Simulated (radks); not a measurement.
The numbers below are computed, except where a source is named.
Ionisation of the europium ion Eu+, [Xe] 4f7 6s1, to [Xe] 4f7 as the strength of local exchange is varied. Code: a radial shooting solver on a logarithmic mesh with Libxc functionals. Model: scalar-relativistic Kohn-Sham, Slater X-alpha exchange (alpha = 2/3 is LDA exchange), no correlation, spin-polarised, spherical densities, finite nucleus; open shells are filled with parallel spins first (spin-orbit coupling, left out, can overturn this in heavy ions); Fermi nuclear charge, rms radius 5.1115 fm.

alpha  E(Eu+) (hartree)  exchange (hartree)  IE (eV)  -e of the level emptied (eV)  <r> of it (bohr)
0.577       -10799.0253           -197.2186   10.597                    8.035 (6s)             3.920
0.612       -10811.0390           -209.4355   10.782                    8.233 (6s)             3.889
0.667       -10829.9471           -228.6900   11.079                    8.552 (6s)             3.841
0.697       -10840.2757           -239.2215   11.244                    8.729 (6s)             3.815
0.708       -10844.0655           -243.0882   11.305                    8.795 (6s)             3.805
0.77        -10865.4529           -264.9337   11.653                    9.173 (6s)             3.752
0.822       -10883.4253           -283.3228   11.952                    9.498 (6s)             3.708

NIST Atomic Spectra Database: 11.24 eV (semi-empirical). The Delta-SCF value meets it near alpha = 0.70. Open shells are spherical and high-spin; term and fine-structure splittings are not resolved. Spin-orbit splitting is averaged out at the scalar-relativistic level.
